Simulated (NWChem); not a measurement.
## Extrapolating the CCSD(T) correlation energy of ClLi

```xyz
2

Li     0.0000     0.0000    -1.7006
Cl     0.0000     0.0000     0.3001
```
Charge 0, spin multiplicity 1.

The numbers come from NWChem runs, not from measurements. All single points use one geometry, from B3LYP/def2-SVP, a minimum by its harmonic frequencies.

The correlated methods keep 5 core orbitals frozen. The structure started from a generated list of species. Coupled-cluster values serve here as a point of comparison, not as the truth.

Worked example. The CCSD(T) correlation energy is -240.55 mHa in cc-pVTZ and -268.27 mHa in cc-pVQZ. The form E(X) = E∞ + A/X³ turns the pair into an estimate of the basis-set limit.

E∞ = (4³·(-268.27) − 3³·(-240.55))/(4³ − 3³) = -288.5 mHa. The larger basis holds 93 % of that, at about 10 times the processor time of the smaller one. This is a two-point estimate.
